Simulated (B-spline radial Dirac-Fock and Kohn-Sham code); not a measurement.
**Ta⁴⁺ in Watson spheres of different radius**

These are calculated numbers from a B-spline atomic structure program; the model is ΔSCF Dirac-Fock with Breit, self-energy and vacuum polarisation, finite nucleus, configuration average. The ion, [Xe] 4f14 5d1, sits in a hollow sphere of charge Q = -4, a simple model of the Madelung potential. Inside the sphere an electron's potential energy is raised by the constant 14.40·|Q|/R eV, so binding energies fall by about that much as long as the orbitals stay inside.

```tsv
radius (Å)	14.40 |Q|/R (eV)	1s (eV)	2s (eV)	2p1/2 (eV)	2p3/2 (eV)	3s (eV)	3p1/2 (eV)	3p3/2 (eV)	3d3/2 (eV)	3d5/2 (eV)	4s (eV)	4p1/2 (eV)	4p3/2 (eV)	4d3/2 (eV)	4d5/2 (eV)	4f5/2 (eV)	4f7/2 (eV)	5s (eV)	5p1/2 (eV)	5p3/2 (eV)	5d (eV)
1.8	32.00	67430.9	11708.6	11157.2	9901.4	2735.1	2492.3	2218.4	1813.8	1755.4	592.2	491.6	428.7	263.3	251.8	44.72	42.84	94.99	62.44	53.18	14.75
3	19.20	67443.7	11721.4	11170.0	9914.1	2747.8	2505.0	2231.2	1826.6	1768.1	604.9	504.4	441.4	276.1	264.5	57.47	55.59	107.7	75.19	65.94	27.48
```

From the smallest to the largest radius 1s moves by +12.7 eV, while the constant potential alone would give +12.8 eV; the difference comes from charge outside the sphere and its screening.
